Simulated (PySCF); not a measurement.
A calculated (HSE06, PySCF 2.14, aug-cc-pVDZ-DK, scalar relativity by spin-free X2C-1e) atom or ion has these occupied shells.

```json
{"shell": "1s α", "electrons": "1", "orbital energy (eV)": "-3163.5", "rms radius, mean of both spins (bohr)": "0.0991"}
{"shell": "1s β", "electrons": "1", "orbital energy (eV)": "-3163.2", "rms radius, mean of both spins (bohr)": "0.0991"}
{"shell": "2s α", "electrons": "1", "orbital energy (eV)": "-320.96", "rms radius, mean of both spins (bohr)": "0.449"}
{"shell": "2s β", "electrons": "1", "orbital energy (eV)": "-320.72", "rms radius, mean of both spins (bohr)": "0.449"}
{"shell": "2p α", "electrons": "3", "orbital energy (eV)": "-251.36", "rms radius, mean of both spins (bohr)": "0.419"}
{"shell": "2p β", "electrons": "3", "orbital energy (eV)": "-250.99", "rms radius, mean of both spins (bohr)": "0.419"}
{"shell": "3s α", "electrons": "1", "orbital energy (eV)": "-40.038", "rms radius, mean of both spins (bohr)": "1.48"}
{"shell": "3s β", "electrons": "1", "orbital energy (eV)": "-38.120", "rms radius, mean of both spins (bohr)": "1.48"}
{"shell": "3p α", "electrons": "3", "orbital energy (eV)": "-24.091", "rms radius, mean of both spins (bohr)": "1.69"}
{"shell": "3p β", "electrons": "2", "orbital energy (eV)": "-22.882", "rms radius, mean of both spins (bohr)": "1.69"}
```

(1) Name the element and its charge.

## Answers

(1) Ar+ (argon, charge +1), in [Ne] 3s2 3p5, 2P determinant.
